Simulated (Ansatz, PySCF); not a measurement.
arsine (AsH3), SMILES [AsH3].

The structure is a stationary point at PBE-D3(BJ)/def2-TZVPD.

Vertical ionisation energy (IE) and electron affinity (EA) in eV. Rows of orbital energies are one-electron estimates. Where ΔSCF, EOM or ADC give a negative EA the extra electron is unbound and the value depends on the basis.

| level | IE | EA |
|---|---|---|
| −ε(HOMO), −ε(LUMO), PBE0/def2-TZVPD (PySCF) | 7.90 | -0.18 |
| −ε(HOMO), −ε(LUMO), CAM-B3LYP/def2-TZVPD (PySCF) | 9.22 | -0.77 |
| −ε(HOMO), −ε(LUMO), PBE/def2-TZVPD (PySCF) | 6.79 | 0.48 |
| EOM-CCSD/aug-cc-pVDZ (PySCF) | 10.32 | -0.64 |
| ADC(2)/aug-cc-pVDZ (PySCF) | 10.10 | -0.64 |
| ΔSCF, PBE0/def2-TZVPD (Ansatz), final states of multiplicity 2 and 2 | 10.45 | -1.38 |
| ΔSCF, PBE/def2-TZVPD (Ansatz), final states of multiplicity 2 and 2 | 10.45 | -1.28 |

Question: What vertical singlet–triplet gap does ΔSCF give with PBE0/def2-TZVPD (Ansatz, a program for electronic structure) and with PBE/def2-TZVPD (Ansatz)? (Estimate from the structure and the level; the computed values follow.)

Answer: 5.81 and 5.80 eV (triplet above singlet where positive).

Question: Beyond the first one, list the lowest photoelectron lines from ADC(2)/aug-cc-pVDZ in PySCF 2.14.0 with their pole strengths (two spins summed). (Estimate from the structure and the level; the computed values follow.)

Answer: 12.77 eV (1.85), 12.77 eV (1.85), 20.31 eV (1.63).
